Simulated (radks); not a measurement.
Values are calculated unless marked as measured or tabulated.
Removal energies from the zinc ion Zn11+, [Ar] 3d(3/2: 1, 5/2: 0), by Delta-SCF beside the eigenvalue of the level emptied. Code: a radial shooting solver on a logarithmic mesh with Libxc functionals. Model: Dirac Kohn-Sham, relativistic LDA (MacDonald-Vosko exchange, VWN5 correlation), spin-unpolarised, spherical densities, finite nucleus; Fermi nuclear charge, rms radius of each element as measured or else 0.836 A^(1/3) + 0.57 fm. Sub-shells are occupied by j as written (lower j first in brackets).

removed from                             final configuration  Delta-SCF (eV)  -eigenvalue (eV)
3d3/2                                                   [Ar]          309.95            291.01
3p3/2         [Ne] 3s2 3p(1/2: 2, 3/2: 3) 3d(3/2: 1, 5/2: 0)          380.63            362.81
3p1/2         [Ne] 3s2 3p(1/2: 1, 3/2: 4) 3d(3/2: 1, 5/2: 0)          384.96            366.98
3s1/2                        [Ne] 3s1 3p6 3d(3/2: 1, 5/2: 0)          428.99            411.14
